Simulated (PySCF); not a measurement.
Si(H)(Cl)(OH)(NH2) (ClH4NOSi), SMILES N[SiH](Cl)O.

Geometry: PBE0-D3(BJ)/def2-SVP. The values are those of a single conformer.

Calculation: PySCF with TDA-CAM-B3LYP/def2-SVPD.

Vertical excitations. Gas-phase values at a fixed geometry.

| state | energy (eV) | λ (nm) | f | main pairs |
|---|---|---|---|---|
| S1 | 7.14 | 174 | 0.048 | HOMO→LUMO 56 %, HOMO→LUMO+1 37 % |
| S2 | 7.81 | 159 | 0.004 | HOMO→LUMO+1 52 %, HOMO→LUMO 31 %, HOMO→LUMO+4 9 % |
| S3 | 8.27 | 150 | 0.044 | HOMO−2→LUMO 43 %, HOMO→LUMO+2 18 %, HOMO−3→LUMO 11 %, HOMO−2→LUMO+1 8 % |
| S4 | 8.34 | 149 | 0.048 | HOMO→LUMO+2 37 %, HOMO−1→LUMO 18 %, HOMO−3→LUMO 16 % |
| S5 | 8.37 | 148 | 0.056 | HOMO−1→LUMO 56 %, HOMO→LUMO+2 12 %, HOMO−1→LUMO+1 8 % |
| S6 | 8.51 | 146 | 0.043 | HOMO→LUMO+3 51 %, HOMO−3→LUMO 9 % |
| S7 | 8.70 | 143 | 0.066 | HOMO−2→LUMO 26 %, HOMO−1→LUMO+1 19 %, HOMO−3→LUMO 15 %, HOMO−1→LUMO+2 7 % |
| S8 | 8.76 | 142 | 0.042 | HOMO−1→LUMO+1 34 %, HOMO−1→LUMO+2 17 %, HOMO−3→LUMO 12 %, HOMO→LUMO+2 6 % |
| S9 | 8.88 | 140 | 0.081 | HOMO−1→LUMO+2 47 %, HOMO−1→LUMO+1 15 %, HOMO−1→LUMO 13 % |
| S10 | 9.01 | 138 | 0.020 | HOMO−2→LUMO+1 18 %, HOMO→LUMO+4 13 %, HOMO→LUMO+6 10 %, HOMO−3→LUMO 8 % |
| T1 | 6.71 | 185 | 0 | HOMO→LUMO 44 %, HOMO→LUMO+1 44 % |
| T2 | 7.54 | 164 | 0 | HOMO→LUMO+2 37 %, HOMO→LUMO 21 %, HOMO→LUMO+1 20 %, HOMO→LUMO+4 10 % |
| T3 | 7.76 | 160 | 0 | HOMO→LUMO+2 37 %, HOMO→LUMO+1 19 %, HOMO→LUMO 15 % |
| T4 | 7.88 | 157 | 0 | HOMO−2→LUMO 33 %, HOMO−3→LUMO 24 %, HOMO−2→LUMO+1 12 %, HOMO−3→LUMO+1 10 % |
Triplets are in the Tamm–Dancoff approximation.
